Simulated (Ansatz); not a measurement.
The same ligand exchange along the group B, Al, Ga, In.

Gas-phase electronic energies from Ansatz, PBE0-D4/def2-TZVP geometries. CCSD(T)/CBS adds triple-zeta CCSD(T) − MP2 to the extrapolated MP2 energy (def2 sets, frozen cores). This one scheme is used for every species. Functionals use def2-TZVPP. def2 core potentials past Kr. For Ga, In outer-core shells are correlated without core-valence functions, which leaves a few kJ/mol of doubt a bond. Scalar relativity is left out up to krypton.

| reaction | PBE-D4 (eV) | CCSD(T)/CBS(def2) (eV) |
| --- | --- | --- |
| `BC#N` + CH₃OH → `BOC` + `C#N` | -1.03 | -1.07 |
| `N#[C][AlH2]` + CH₃OH → `C[O][AlH2]` + `C#N` | -0.67 | -0.68 |
| `N#[C][GaH2]` + CH₃OH → `C[O][GaH2]` + `C#N` | -0.20 | -0.16 |
| `N#[C][InH2]` + CH₃OH → `C[O][InH2]` + `C#N` | 0.06 | 0.11 |

Largest T1 diagnostic: 0.017, for `C[O][InH2]`.
